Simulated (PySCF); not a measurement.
**Two-dimensional NMR puzzle**

Compound of formula C4H6NPSi. Correlations simulated from computed shifts and the bond graph:

HSQC (one-bond C–H):
```csv
δH,δC
9.47,154.6
9.43,164.2
8.86,156.0
```

COSY cross peaks (H two or three bonds apart, from the bond graph; peaks can be absent where the dihedral angle is near 90°):
```csv
δH,δH
9.47,8.86
```

HMBC (two and three bonds, from the bond graph):
```csv
δH,δC
9.47,"170.0, 156.0"
9.43,"170.0, 156.0"
8.86,"164.2, 154.6"
4.59,"170.0, 164.2"
```

Carbons without hydrogens: δ 170.0.

Theoretical values (PySCF 2.14): NMR shieldings at PBE0/pcSseg-1/GIAO, coordinates at the GFN2-xTB level. In vacuum, fast rotation and ring inversion assumed for equivalent nuclei, relativity neglected, single conformer.

δ = σ(ref) − σ, references computed at the same level: TMS for 1H (σ = 31.72 ppm), 13C (σ = 186.93 ppm).

Exchangeable hydrogens are left out of these lists.

Which molecule is this?

## Answers

`InChI=1S/C4H6NPSi/c7-4-3-6-2-1-5-4/h1-3H,7H3`.

Atoms are numbered as in `[SiH3:1][c:2]1[cH:3][p:4][cH:5][cH:6][n:7]1` (H(Xn): hydrogen on atom n).

- δC 170.0 is C2, a substituted aromatic carbon next to a ring nitrogen.
- δC 164.2 is C3, an aromatic CH (δH 9.43).
- δC 156.0 is C5, an aromatic CH (δH 8.86).
- δC 154.6 is C6, an aromatic CH next to a ring nitrogen (δH 9.47).
- HMBC from δH 9.47 reaches the proton-free carbon C2.
- HMBC from δH 9.43 reaches the proton-free carbon C2.
- HMBC from δH 4.59 reaches the proton-free carbon C2.
- COSY links 9.47–8.86.

This is the structure that produced the data.

Shifts are as computed. Against solution values, carbons near 30 ppm lie about +3 ppm off and those near 130 ppm about +5 ppm. Of 1211 compounds with measured shifts, 218 miss one by over three times the rms of a fit or turn the order of signals round; such compounds aren't used in these exercises.
